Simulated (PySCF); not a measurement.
Si(H)(OH)2(OSiH3), H₆O₃Si₂, SMILES [SiH3]O[SiH](O)O, singlet at its B3LYP/def2-SVP optimised geometry (Å):

```
11

Si    -1.8477    -0.6970     0.0000
O     -2.4876    -1.4002     1.3496
O     -2.3298    -1.5677    -1.3245
O     -0.1898    -0.6970     0.0000
Si     1.2149    -0.3408     0.8150
H     -2.3311     0.6970     0.0000
H     -2.5213    -2.3645     1.3659
H     -1.7003    -1.6278    -2.0525
H      2.3311    -0.3074    -0.1698
H      1.4999    -1.3857     1.8401
H      1.1138     0.9872     1.4879
```

Computed with B3LYP/def2-TZVP (PySCF). Cells within 0.4 Å of a nucleus heavier than hydrogen are left out (blank, or x).

Map of the deformation density (molecule minus spherical neutral atoms) (e/bohr³) on the plane z = 0.8 Å:

```
|2222222222222222222222222222222|
|2222222222222222222222222222222|
|2222222222222222222222222222222|
|2222222222222222222222222222222|
|2222222222222222222222222222222|
|2222222222222222222222222222222|
|2222222222222222222222222222222|
|2222222222222222222222222222222|
|2222222222222222222222222222222|
|2222222222222222222222222222222|
|2222222222222222222222222222222|
|2222222222222222222322222222222|
|2222222222222222223432222222222|
|2222222222211211124432122222222|
|2222222222111221112321112222222|
|2222211111011222111x11122222222|
|222221110000223331xxx2222222222|
|2222222220012334321xx2222222222|
|2222234663112233311112222222222|
|2222347995212222211122222222222|
|2222235664211222211122222222222|
|2222223332111222211222222222222|
|2222222221112222222222222222222|
|2222111111122222222222222222222|
|2222111011222222222222222222222|
|2222211111222222222222222222222|
|2222222222222222222222222222222|
|2222222222222222222222222222222|
|2222222222222222222222222222222|
|2222222222222222222222222222222|
|2222222222222222222222222222222|
```
Scale: ten equal steps from -0.021 (start of '0') to 0.064 (end of '9'), in the order '0123456789'; x runs from -4.50 to 4.50, y from -4.50 (bottom) to 4.50 (top).
